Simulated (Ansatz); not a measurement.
Stepwise reaction of `CC(C)[NH][Zr]([F])([F])[NH]C(C)C` with hydrogen fluoride, as a gas-phase model of exchange steps in deposition or etching. ΔE in kJ/mol.

Isolated molecules relaxed with PBE0-D4/def2-TZVP in Ansatz; ΔE leaves out vibrations. CCSD(T)/CBS adds triple-zeta CCSD(T) − MP2 to the extrapolated MP2 energy (def2 sets, frozen cores). This one scheme is used for every species. Functionals use def2-TZVPP. B3LYP here is the variant with VWN-RPA as its local correlation; programs differ in this. def2 core potentials past Kr. For Zr outer-core shells are correlated without core-valence functions, which leaves a few kJ/mol of doubt a bond. Each species was taken in one conformer, which may not be the lowest.

| step | reaction | PBE-D4 | B3LYP-D4 | ωB97M-V | CCSD(T)/CBS |
| --- | --- | --- | --- | --- | --- |
| 1 | `CC(C)[NH][Zr]([F])([F])[NH]C(C)C` + H–F → `CC(C)[NH][Zr]([F])([F])[F]` + `CC(C)N` | -111.4 | -113.1 | -116.6 | -102.1 |
| 2 | `CC(C)[NH][Zr]([F])([F])[F]` + H–F → `[F][Zr]([F])([F])[F]` + `CC(C)N` | -106.0 | -106.6 | -109.2 | -95.2 |

(1) By hand: ΔE of the 2 steps together at CCSD(T)/CBS.

## Answers

(1) (-102.1) + (-95.2) = -197.3 kJ/mol, or -98.7 kJ/mol a step.

In ΔE each step is higher than the one before. All are downhill at CCSD(T)/CBS. PBE-D4 differs from CCSD(T)/CBS by -10.8 to -9.3 kJ/mol a step. Isolated molecules leave out the surface, adducts and barriers. Largest T1 diagnostic: 0.018.
